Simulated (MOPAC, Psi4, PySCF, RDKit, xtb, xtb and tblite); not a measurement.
Two geometries of H₉BGeO₂Si₂, SMILES [GeH3][SiH2][SiH2]B(O)O, relaxed at GFN2-xTB with one dihedral held; other torsions can differ between them too.

Structure A

```
15

O      0.8075    -0.2804    -0.4372
B      0.8096     0.9246    -1.0408
O      1.8733     1.3872    -1.7506
Si    -0.7204     2.1638    -0.9648
Si    -0.1231     4.0540    -2.1818
Ge     2.0969     3.9585    -2.9273
H      1.5890    -0.8353    -0.5115
H      2.6614     0.8441    -1.8326
H     -1.0967     2.5491     0.4077
H     -1.9706     1.5954    -1.5002
H     -0.9537     4.2716    -3.3761
H     -0.2577     5.3109    -1.4307
H      2.5566     5.2229    -3.6284
H      2.4566     2.9226    -3.9577
H      3.1782     3.8079    -1.8909
```

Structure B

```
15

O     -0.8278    -0.0776    -0.3245
B     -0.7493     1.0695    -1.0332
O     -1.6869     1.4343    -1.9482
Si     0.9103     2.1081    -1.1191
Si     1.7652     1.4566    -3.1917
Ge    -0.0526     0.8432    -4.5470
H     -1.6056    -0.6309    -0.4353
H     -2.4732     0.8907    -2.0448
H      0.7295     3.5708    -1.1280
H      1.8985     1.8746    -0.0544
H      2.6550     0.2849    -3.1519
H      2.5376     2.4631    -3.9328
H      0.2643     0.4373    -5.9679
H     -0.8077    -0.3825    -4.0832
H     -1.1551     1.8398    -4.7598
```

Task: Which is lower in energy at the level PBE0-D3(BJ)/def2-SVP // GFN2-xTB in Psi4, and by how much?

Result: B is lower, by 0.67 kcal/mol (dihedral O1–B2–Si4–Si5: 180° in A, 100° in B).

E(B) − E(A) in kcal/mol at the other levels, on the same two geometries: GFN2-xTB (xtb and tblite) 2.16; PBE0/def2-SVP // GFN2-xTB (Psi4) -0.46; PBE/def2-SVP // GFN2-xTB (Psi4) -0.73; PBE-D3(BJ)/def2-SVP // GFN2-xTB (Psi4) -0.92; UFF // GFN2-xTB (RDKit) -3.54; PM3, restricted, heats of formation // GFN2-xTB (MOPAC) 0.74; PM7, restricted, heats of formation // GFN2-xTB (MOPAC) 1.16; GFN1-xTB // GFN2-xTB (xtb) 0.74; restricted B3LYP/6-31G*, spherical d, density fitting // GFN2-xTB (PySCF) -0.52; restricted Hartree-Fock/3-21G, density fitting // GFN2-xTB (PySCF) 1.39; restricted MP2 (frozen core)/3-21G // GFN2-xTB (PySCF) 1.17; restricted LDA (SVWN5)/6-31G*, spherical d, density fitting // GFN2-xTB (PySCF) 0.05.
